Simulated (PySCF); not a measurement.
# A ladder of Hamiltonians for Tl⁷⁹⁺ (thallium, charge +79)

Occupied: 1s1/2. Hartree-Fock calculated with PySCF 2.14 in an uncontracted even-tempered set (18 s from 24 bohr⁻², ratio 2.3; 15 p from 28 bohr⁻², ratio 2.3), Gaussian nucleus throughout. NR is non-relativistic, sf-X2C the spin-free one-electron X2C Hamiltonian, X2C adds the bare one-electron spin-orbit term, X2C-SNSO screens it by Boettger's factors, DC is four-component Dirac-Coulomb, and the Gaunt and Breit terms are added at first order (total energies over the DC spinors, levels after relaxing the spinors in that mean field). QED terms are absent. Levels marked empty are virtual spinors of this ion.

| Hamiltonian | E (hartree) |
| --- | --- |
| NR | -6509.8783 |
| sf-X2C | -7195.8871 |
| X2C | -7195.8871 |
| X2C-SNSO | -7195.8871 |
| DC | -7199.9907 |
| DC+Gaunt | -7192.0958 |
| DC+Breit | -7192.0958 |

```csv
level (eV),NR,sf-X2C,X2C,X2C-SNSO,DC,DC+Gaunt,DC+Breit
1s1/2,-87885.7,-97051.0,-97051.0,-97051.0,-97161.9,-96948.5,-96948.5
2s1/2 (empty),-21445.5,-24270.5,-24270.5,-24270.5,-24283.9,-24259.1,-24262.1
2p1/2 (empty),-21293.7,-22377.2,-24084.2,-24058.2,-24053.7,-24002.0,-24009.0
2p3/2 (empty),-21293.7,-22377.2,-21733.0,-21740.3,-21748.4,-21724.5,-21731.5
3s1/2 (empty),-9493.5,-10471.5,-10471.5,-10471.5,-10475.3,-10468.4,-10469.3
```

Problem. How large are the two-electron picture-change error of X2C and the Breit correction in the total energy?

Solution. X2C-1e lies 4.1035 hartree above Dirac-Coulomb; Gaunt adds 7.8949 and the full Breit term 7.8949 hartree.

```json
{"interval (eV)": "2p3/2 − 2p1/2", "X2C": "2351", "X2C-SNSO": "2318", "DC": "2305", "DC+Gaunt": "2278", "DC+Breit": "2277"}
```

Weight of the small component: 1s1/2 0.0958, 2s1/2 0.0238, 2p1/2 0.0237, 2p3/2 0.0214, 3s1/2 0.0103.

Koopmans' value for the highest occupied level at DC+Breit: 96948.5 eV, against an ionisation energy of 96783.2 ± 0.3 eV (theoretical estimate listed by NIST; NIST Atomic Spectra Database, ionization energies); the former lacks relaxation, correlation, QED and recoil.

The whole ladder took 83 s of wall time on 1 thread of Intel(R) Xeon(R) Platinum 8488C (shared host), launched as `OMP_NUM_THREADS=1 python relrun2.py TASK.json OUT` (a driver that calls PySCF for each Hamiltonian).

Dirac-Coulomb iterations, started from the X2C spinors:

```
with_ssss True, with_gaunt False, with_breit False
light speed = 137.03599967994
init E= -7088.61319647109
cycle= 1 E= -7199.99036083733  delta_E= -111  |g|= 3.41  |ddm|= 0.0728
cycle= 2 E= -7199.9906749996  delta_E= -0.000314  |g|= 0.00593  |ddm|= 0.000227
cycle= 3 E= -7199.99067500177  delta_E= -2.17e-09  |g|= 9.67e-06  |ddm|= 1.12e-06
```
